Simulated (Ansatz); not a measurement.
```yaml
crystal:
  periodic: [false, false, false]
  atoms:
    - {symbol: C, position_ang: [-2.403948, 1.451706, 0.399835]}
    - {symbol: O, position_ang: [-1.447359, 0.475234, 0.627448]}
    - {symbol: Sc, position_ang: [-0.116572, -0.800604, 0.877473]}
    - {symbol: F, position_ang: [-0.291099, -2.048254, 2.249925]}
    - {symbol: O, position_ang: [1.387179, -0.849701, -0.216631]}
    - {symbol: C, position_ang: [2.490386, -0.853763, -1.055188]}
    - {symbol: H, position_ang: [-3.081811, 1.547243, 1.256696]}
    - {symbol: H, position_ang: [-3.008965, 1.209031, -0.482191]}
    - {symbol: H, position_ang: [-1.937110, 2.428853, 0.225237]}
    - {symbol: H, position_ang: [2.187377, -0.971332, -2.102724]}
    - {symbol: H, position_ang: [3.048884, 0.086650, -0.973730]}
    - {symbol: H, position_ang: [3.173030, -1.675072, -0.806150]}
basis:
  gaussian: {orbitals: cc-pVDZ}
magnetization: {spin_polarized: true, initial_magnetization: 3}
hamiltonian: {xc: {name: BLYP}, dispersion: d3bjatm}
```

```sh
$ ansatz run in.yaml --threads 4 --pin off --events-out ev --progress --plain --max-ram 11315MiB
```

**Question.** How does Ansatz answer? (Estimate.)

**Answer.** Ansatz gave: The program refused the input.
```
Error: a molecule whose nuclei and cores have a total charge of 64 cannot have a net charge of 0 together with 3 unpaired electrons
```
